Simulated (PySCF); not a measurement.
# Finite-field polarisability of Xe (xenon, neutral)

[Xe], closed-shell 1S. Calculation: PySCF 2.14, in ANO-RCC-VTZP; scalar relativity by spin-free X2C-1e. Frozen: [Kr] 4d10. Energy changes in a uniform field (μhartree):

```csv
axis,F (au),HF,MP2,CCSD,CCSD(T)
x,0.0035,-99.105,-98.007,-97.803,-97.709
x,0.007,-396.424,-392.032,-391.213,-390.840
```

(1) Derive α along x at CCSD(T) from the two fields.

(2) And the mean polarisability at each level?

CCSD(T) lies more than 5 % below the reference, which points to too few diffuse and polarisation functions.

The basis has no added diffuse functions, which lowers α.

Results:

(1) With ΔE = −αF²/2 − γF⁴/24, α = −(16 ΔE(F) − ΔE(2F))/(6F²) = 15.95 bohr³.

(2) HF 16.18, MP2 16.00, CCSD 15.97, CCSD(T) 15.95 bohr³. Reference: 27.32 ± 0.2 bohr³ (recommended; Schwerdtfeger and Nagle, table of static dipole polarizabilities (2023 update)).
